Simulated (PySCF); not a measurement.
La⁴⁵⁺: ionisation energy

La⁴⁵⁺ [Ne] 3s2 (1S) → La⁴⁶⁺ [Ne] 3s1 (2S), as a difference of total energies. Computed with PySCF 2.14 in an even-tempered Gaussian basis (18 s from 9.6 bohr⁻², ratio 2.5; 12 p from 12 bohr⁻², ratio 2.5; 4 d from 46 bohr⁻², ratio 2.7; 4 f from 69 bohr⁻², ratio 2.7), with scalar relativity by spin-free X2C-1e. Correlated levels: outer shells: 1s2 frozen; virtual orbitals above 40 to 60 times the deepest correlated orbital energy dropped. The calculations carry no spin-orbit coupling.

| method | ionisation energy (eV) |
| --- | --- |
| UHF | 3704.3 |
| LDA | 3708.7 |
| PBE | 3711.4 |
| PBE0 | 3709.9 |
| r2SCAN | 3704.1 |
| revPBE | 3710.5 |
| M06 | 3707.8 |
| MP2 (outer shells) | 3707.8 |
| SCS-MP2 (outer shells) | 3708.2 |

**Question.** How much does correlation contribute at MP2 (outer shells)?

**Answer.** 3707.8 − (3704.3) = 3.5 eV, measured against UHF.

Breit and QED terms and the two-electron picture change are absent.

For comparison: 3704 ± 4 eV (theoretical estimate listed by NIST; NIST Atomic Spectra Database, ionization energies).
